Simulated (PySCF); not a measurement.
Nonlinear optical response: `c1ccc(Br)c2c1cc1ccccc1n2`, C13H8BrN

Geometry:
| atom | x (Å) | y (Å) | z (Å) |
| --- | --- | --- | --- |
| Br1 | -2.387 | 3.141 | 0.859 |
| C2 | -2.417 | 1.309 | 0.384 |
| C3 | -3.597 | 0.645 | 0.234 |
| C4 | -3.595 | -0.720 | -0.121 |
| C5 | -2.425 | -1.388 | -0.317 |
| C6 | -1.182 | -0.725 | -0.168 |
| C7 | 0.052 | -1.345 | -0.351 |
| C8 | 1.230 | -0.622 | -0.184 |
| C9 | 2.519 | -1.185 | -0.354 |
| C10 | 3.633 | -0.423 | -0.175 |
| C11 | 3.525 | 0.939 | 0.181 |
| C12 | 2.305 | 1.520 | 0.354 |
| C13 | 1.122 | 0.761 | 0.178 |
| N14 | -0.052 | 1.357 | 0.354 |
| C15 | -1.166 | 0.663 | 0.194 |
| H16 | -4.534 | 1.159 | 0.384 |
| H17 | -4.542 | -1.225 | -0.235 |
| H18 | -2.420 | -2.434 | -0.590 |
| H19 | 0.092 | -2.392 | -0.625 |
| H20 | 2.594 | -2.229 | -0.627 |
| H21 | 4.615 | -0.854 | -0.305 |
| H22 | 4.427 | 1.517 | 0.316 |
| H23 | 2.198 | 2.558 | 0.626 |

Method used: quadratic response CAM-B3LYP/aug-cc-pVDZ first hyperpolarisability, Taylor convention, gas phase in PySCF. Geometry: GFN2-xTB.

The calculation is non-relativistic, which matters for the atoms heavier than Zn.

Q: Give β for the processes computed.

A: In 10⁻³⁰ esu, Taylor convention; the vector part is βᵢ = ⅓ Σⱼ (βᵢⱼⱼ + βⱼᵢⱼ + βⱼⱼᵢ); β∥ is 3/5 of the vector part along the dipole, the dipole points from − to +:
| process | λ (nm) | β vector norm | β∥ | β HRS | depolarisation ratio |
| --- | --- | --- | --- | --- | --- |
| static β(0;0,0) | ∞ | 1.84 | -0.91 | 0.73 | 5.85 |
| second harmonic β(−2ω;ω,ω) | 1064 | 2.92 | -1.58 | 1.16 | 5.95 |
| Pockels β(−ω;ω,0) | 1064 | 2.09 | -1.06 | – | – |

Q: Which lowest excitations, dipole and polarisabilities go with it?

A: S1 3.50 eV (f = 0.090); S2 3.98 eV (f = 0.000); S3 4.08 eV (f = 0.053); dipole 3.62 D; isotropic α 193.6 au static, 198.0 au at 1064 nm, 215.1 au at 532 nm.
